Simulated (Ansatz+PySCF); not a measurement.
Two shapes of singlet SF6.

Shape 1:

```xyz
7

S     0.0000    0.0000    0.0000
F     1.5807    0.0000    0.0000
F    -1.5807    0.0000    0.0000
F     0.0000    1.5807    0.0000
F     0.0000   -1.5807    0.0000
F     0.0000    0.0000    1.5807
F     0.0000    0.0000   -1.5807
```

Shape 2:

```xyz
7

S     0.0243    0.0435   -0.0043
F     1.5321   -0.0120   -0.0009
F    -1.5446   -0.0345    0.0028
F    -0.0106    1.6172    0.0324
F    -0.0453   -1.5864   -0.0203
F    -0.0121    0.0430    1.5582
F     0.0309   -0.0065   -1.6194
```

Basis set: def2-SVP (spherical functions). Frozen core: 11 orbitals. Charge 0, multiplicity 1.

Computed with Ansatz (development build ahead of 0.2.0); each method stands on the lowest determinant of its kind that the runs found.

(1) Which shape is lower in energy, and by how much in each method?

## Answers

(1)

```json
{"method": "UHF", "E(2) − E(1) (eV)": "0.249"}
{"method": "RHF-MP2", "E(2) − E(1) (eV)": "0.284"}
{"method": "PBE (unrestricted)", "E(2) − E(1) (eV)": "0.292"}
{"method": "PBE0 (unrestricted)", "E(2) − E(1) (eV)": "0.270"}
{"method": "ωB97X (unrestricted)", "E(2) − E(1) (eV)": "0.273"}
```

Shape 1 is lower.
